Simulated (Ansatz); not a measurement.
`BC(F)CN=C` + H₂ → `BC(C)F` + `C=N`  (hydrogenolysis of a C–N bond)

Gas-phase electronic energies from Ansatz, PBE0-D4/def2-TZVP geometries. CCSD(T)/CBS is the MP2 limit (def2-TZVPP, def2-QZVPP) plus CCSD(T) − MP2 in def2-TZVPP, frozen cores. This one scheme is used for every species. Each species was taken in one conformer, which may not be the lowest.

```tsv
species	CCSD(T)/CBS(def2) energy (Eh)
`BC(F)CN=C`	-297.58842
H₂	-1.17544
`BC(C)F`	-204.26990
`C=N`	-94.52360
```

(1) Work out ΔE.

Largest T1 diagnostic among the species: 0.012.

Results:

(1) ΔE = (-204.26990) + (-94.52360) − (-297.58842) − (-1.17544) = -0.02964 Eh = -0.81 eV.

The D4 term adds +0.10 eV with B3LYP and +0.05 eV with PBE0; it sums over pairs of atoms, weighted by their polarisabilities, and B3LYP, whose exchange is more repulsive, gets the larger term. From PBE to PBE0 (25 % exact exchange), in def2-TZVPP and without D4, ΔE moves by −0.05 eV.

B3LYP here is the variant with VWN-RPA as its local correlation; programs differ in this.
